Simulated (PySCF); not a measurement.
ethyl(silyl)silane (C₂H₁₀Si₂), SMILES [SiH3][SiH2]CC.

Geometry optimised at ωB97X-D3(BJ)/def2-SVP. Other conformers were not sampled.

All values below come from PBE/def2-TZVP run with PySCF.

The molecule is in vacuum.

Task: Estimate the frontier levels, gap, dipole moment and polarisability. (The exact figures need the calculation; the answer reports its results.)

Result: 
```
Quantity                                                                                                       Result
---------------------------------------------------------------------------------------------  ----------------------
highest occupied level                                                                                       -6.82 eV
lowest empty level                                                                                           -0.67 eV
orbital gap                                                                                                   6.15 eV
dipole moment                                                                                                  1.05 D
quadrupole, principal values (traceless, Buckingham form, about the centre of nuclear charge)   -1.36, 0.17, 1.19 D·Å
mean static polarisability                                                                      85.8 bohr³ (12.71 Å³)
polarisability, principal values                                                               74.2, 85.0, 98.1 bohr³
```
